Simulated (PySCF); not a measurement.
NICS in isomers of C7H10OSi.

Definitions: NICS(0) = −σiso at the ring centroid; NICS(1) = −σiso and NICS(1)zz = −σzz at ±1 Å along the ring normal z. Level: GIAO PBE0/pcSseg-1 (PySCF, non-relativistic, gas phase) on the GFN2-xTB geometries, one conformer each. Atom numbers follow the mapped SMILES.

Question: Order these rings by mean NICS(1)zz, lowest (most negative) first (ppm).
A. ring C4–C5–C6–Si8–C9 in `[CH2:1]=[CH:2][O:3][C:4]1=[CH:5][C:6](=[CH2:7])[SiH2:8][CH2:9]1`
B. ring C2–C3–C4–C7–C8–O9 in `[CH2:1]=[C:2]1[CH:3]=[C:4]([SiH2:5][CH3:6])[CH:7]=[CH:8][O:9]1`
C. ring C4–C5–C6–C7–C8–C9 in `[CH3:1][O:2][SiH2:3][c:4]1[cH:5][cH:6][cH:7][cH:8][cH:9]1`
D. ring C4–C5–C6–Si8 in `[CH2:1]=[CH:2][O:3][C:4]1=[CH:5][C:6](=[CH2:7])[Si@H:8]1[CH3:9]`
E. ring C3–C4–C5–C9 in `[OH:1][CH2:2][C:3]1=[CH:4][C@@:5]2([SiH3:6])[CH:7]=[CH:8][C@@H:9]12`
F. ring C5–C6–C7–O8–C9 in `[CH2:1]=[C:2]([SiH2:3][CH3:4])[c:5]1[cH:6][cH:7][o:8][cH:9]1`
G. ring C3–C4–C5–C8–Si9 in `[CH:1]#[C:2][C@@H:3]1[CH2:4][C@H:5]([CH:6]=[O:7])[CH2:8][SiH2:9]1`

Answer: C (-29.0), F (-25.5), G (-4.5), E (-3.3), A (0.0), D (1.8), B (7.8).

| SMILES | ring | NICS(0) | NICS(1) | NICS(1)zz | HOMA | rms pucker (Å) | ring atoms with four or more neighbours |
| --- | --- | --- | --- | --- | --- | --- | --- |
| CO[SiH2]c1ccccc1 | 6-membered carbocycle; formal bonds all aromatic | -7.9 | -11.4 | -29.0 | 1.00 | 0.00 | 0 |
| C=C([SiH2]C)c1ccoc1 | 5-membered ring with O; formal bonds all aromatic | -11.6 | -10.0 | -25.5 | 0.47 | 0.00 | 0 |
| C#C[C@@H]1C[C@H](C=O)C[SiH2]1 | 5-membered ring with Si; formal bonds all single | -5.9 | -4.5 | -4.5 | – | 0.20 | 5 |
| OCC1=C[C@@]2([SiH3])C=C[C@@H]12 | 4-membered carbocycle; formal bonds 1 double, 3 single | -3.3 | -2.8 | -3.3 | – | 0.01 | 2 |
| C=COC1=CC(=C)[SiH2]C1 | 5-membered ring with Si; formal bonds 1 double, 4 single | -1.8 | -2.7 | 0.0 | – | 0.01 | 2 |
| C=COC1=CC(=C)[Si@H]1C | 4-membered ring with Si; formal bonds 1 double, 3 single | -2.0 | -3.2 | 1.8 | – | 0.00 | 1 |
| C=C1C=C([SiH2]C)C=CO1 | 6-membered ring with O; formal bonds 2 double, 4 single | 5.0 | 0.8 | 7.8 | 0.00 | 0.00 | 0 |

NICS(0) gives another order. The isotropic NICS(1) gives another order. HOMA uses Krygowski's 1993 parameters; it is left out where a ring has a four-coordinate atom, a triple bond, no multiple bond or a kind of bond without parameters. NICS(1) and NICS(1)zz are means over the two faces.
